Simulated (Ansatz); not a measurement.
A structure relaxed at PBE-D4/def2-TZVP in Ansatz, charge 1, doublet:

```xyz
3

W     0.982    0.696   -0.544
S    -0.013   -0.309    1.184
S    -0.968   -0.387   -0.640
```

Q: Give its formula and point group.

A: WS₂⁺. Point group C2v (tolerance 0.1 Å).

Q: Summarise the bond lengths by kind (pairs closer than 1.2 times the sum of covalent radii, bridged metal pairs left out).

A: 2 × S–W 2.23 Å; 1 × S–S 2.06 Å. The metal has 2 neighbours: S 2.23 Å, S 2.23 Å.

In the def2 sets W takes a core potential; there is no spin–orbit coupling. The charge 1 doublet is spin-contaminated (final ⟨S²⟩ up to 1.61, 0.75 for a pure state). The relaxation made no stability test and no search for a lower SCF solution. No other spin state of charge 1 was run. Another isomer (doublet) lies 1.74 eV lower at PBE0-D4/def2-TZVP; other spin states weren't run for this one.
